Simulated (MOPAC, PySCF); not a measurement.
[Cd(CH3)(NH2)], neutral singlet in the gas phase. 

Cartesian coordinates (Å):
```xyz
8

Cd     0.0094    -0.1165    -0.0234
C      0.4531    -0.7977     1.9074
H      1.2232    -0.1671     2.3780
H      0.8211    -1.8346     1.8753
H     -0.4487    -0.7730     2.5388
N     -0.3412     0.6945    -1.8353
H     -1.3288     0.7648    -2.0862
H      0.1096     0.2092    -2.6127
```
Charge 0, multiplicity 1.

All levels are single points at this geometry (r2SCAN-D4/def2-SVP); Pople sets use spherical d functions. Orbital energies aren't observables, and empty levels follow the basis.

```tsv
level	HOMO (eV)	LUMO (eV)	gap (eV)	dipole (D)	vertical IE, Delta-SCF (eV)
B3LYP-D3(BJ)/def2-TZVP in PySCF	-6.24	-0.52	5.72	1.23	–
PBE-D3(BJ)/def2-TZVP in PySCF	-5.17	-0.97	4.20	1.13	–
TPSSh-D3(BJ)/def2-TZVP in PySCF	-5.71	-0.50	5.21	1.19	–
B3LYP/6-31G* (LANL2DZ on Cd) in PySCF	-5.68	-0.15	5.53	1.25	8.21
BP86/6-31G* (LANL2DZ on Cd) in PySCF	-4.68	-0.68	4.00	1.17	–
M06-2X/6-31G* (LANL2DZ on Cd) in PySCF	-7.28	0.39	7.66	1.37	–
PBE/6-31G* (LANL2DZ on Cd) in PySCF	-4.57	-0.60	3.97	1.17	–
PM6 in MOPAC	-7.97	1.49	9.46	2.32	–
PM7 in MOPAC	-9.40	0.89	10.29	2.29	–
```
